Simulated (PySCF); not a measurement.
# C: excitation energy

C [He] 2s2 2p2 (3P) → C [He] 2s1 2p3, s spin flipped, as a difference of total energies. All numbers are calculated (PySCF 2.14, no relativity, point nucleus, in aug-cc-pwCVTZ (7s6p4d2f, 59 functions)). Correlated levels: valence: 1s2 frozen. The calculations carry no spin-orbit coupling.

| method | excitation energy (eV) |
| --- | --- |
| UHF | 11.990 |
| MP2 (valence) | 10.292 |
| SCS-MP2 (valence) | 10.198 |

Q: How much does correlation contribute at MP2 (valence)?

A: 10.292 − (11.990) = -1.698 eV, measured against UHF.

The upper determinant mixes two multiplicities, so it lies between the two terms.

The coupled-cluster amplitudes are large for the upper state (T1 above 0.03 or a double amplitude above 0.15), so a single reference is strained.
